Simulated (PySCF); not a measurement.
Isomers of C8H9OP. The calculation used PBE0-D3(BJ)/def2-SVP geometry optimisation, gas phase in PySCF. One conformer each; no zero-point energy, no entropy. No frequencies were run at this level. Point groups hold within 0.08 Å.

Problem. Order them by energy at this level, lowest first, and give relative energies in kcal/mol.
A. `[CH3:1][C:2]#[C:3][P:4]([CH3:5])[c:6]1[cH:7][cH:8][o:9][cH:10]1` with C3–P4–C6–C7 57°
B. `[O:1]=[P@@H:2]1[CH2:3][C@@H:4]1[c:5]1[cH:6][cH:7][cH:8][cH:9][cH:10]1` with C3–C4–C5–C6 -54°

Solution. B (0.0), A (36.9).

As drawn, the lower has a three-membered ring and a P=O bond, which the higher lacks; the higher has a C≡C bond, which the lower lacks.

```json
{"SMILES": "O=[P@@H]1C[C@@H]1c1ccccc1", "E (Eh)": "-725.86965", "E rel (kcal/mol)": "0.0", "dipole (D)": "3.57", "point group": "C1", "A, B, C (MHz)": "2762, 709.3, 613.3"}
{"SMILES": "CC#CP(C)c1ccoc1", "E (Eh)": "-725.81084", "E rel (kcal/mol)": "36.9", "dipole (D)": "1.63", "point group": "C1", "A, B, C (MHz)": "1799, 692.4, 548.1"}
```

Problem. How do the relative energies change in single points at PBE0/pcSseg-1 (no added dispersion term) on the same geometries?

Solution. 
| SMILES | PBE0-D3(BJ)/def2-SVP (kcal/mol) | PBE0/pcSseg-1 (kcal/mol) | shift |
| --- | --- | --- | --- |
| O=[P@@H]1C[C@@H]1c1ccccc1 | 0.0 | 0.0 | 0.0 |
| CC#CP(C)c1ccoc1 | 36.9 | 36.2 | -0.7 |

Each column counts from its own lowest isomer. The order is unchanged; the largest shift is 0.7 kcal/mol.
